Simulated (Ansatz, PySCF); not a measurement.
Stretching the C5–H6 bond in CH5OSb (SMILES C[O][SbH2]) (multiplicity 1 held, fragments rigid). Energies count from the point at 1.097 Å.
Geometry at that point (charge 0, multiplicity 1):
```xyz
8

Sb    -0.3916     0.2729     0.3797
H     -1.5274    -0.6889    -0.5020
H     -0.4229     1.4423    -0.8947
O      1.2163    -0.6790    -0.2641
C      1.3391    -0.9960    -1.6388
H      1.3361    -0.0961    -2.2654
H      2.2903    -1.5146    -1.7777
H      0.5293    -1.6528    -1.9785
```

R- and RO- levels are restricted; in cc, def2 and unpolarised 6-31G sets they are followed outwards from rest. Active spaces are followed from a long bond inwards. Curves can end on different states.

Correlated levels freeze the cores. Filled d and f shells under p-block atoms count as core. Rows in LANL2DZ carry no dispersion term and start afresh at each structure. LANL2DZ brings its own core potentials from Na on.

Run with Ansatz (a program for electronic structure); PySCF for LANL2DZ rows.  In def2 rows elements past Kr take small-core potentials, without spin–orbit coupling.

Energies in kJ/mol.

| R (Å) | R-PBE/def2-TZVPP | R-BP86/LANL2DZ | R-B3LYP/def2-TZVPP | SC-NEVPT2 on CASSCF(2,2)/def2-TZVPP |
|---|---|---|---|---|
| 0.877 | 121 | 133 | 114 | 119 |
| 0.987 | 26 | 30 | 22 | 24 |
| 1.097 | 0 | 0 | 0 | 0 |
| 1.206 | 12 | 10 | 15 | 14 |
| 1.316 | 43 | 39 | 49 | 47 |
| 1.480 | 103 | 99 | 113 | 111 |
| 1.645 | 166 | 162 | 180 | 176 |
| 1.919 | 260 | 258 | 281 | 271 |
| 2.193 | 336 | 335 | 362 | 340 |
| 2.522 | 404 | 406 | 437 | 392 |
| 2.961 | 466 | 471 | 507 | 425 |
| 3.509 | 513 | 520 | 561 | 438 |

Doubts at one or more of the structures used: a restricted determinant that unrestricted orbitals would lower (R-PBE/def2-TZVPP, R-B3LYP/def2-TZVPP).
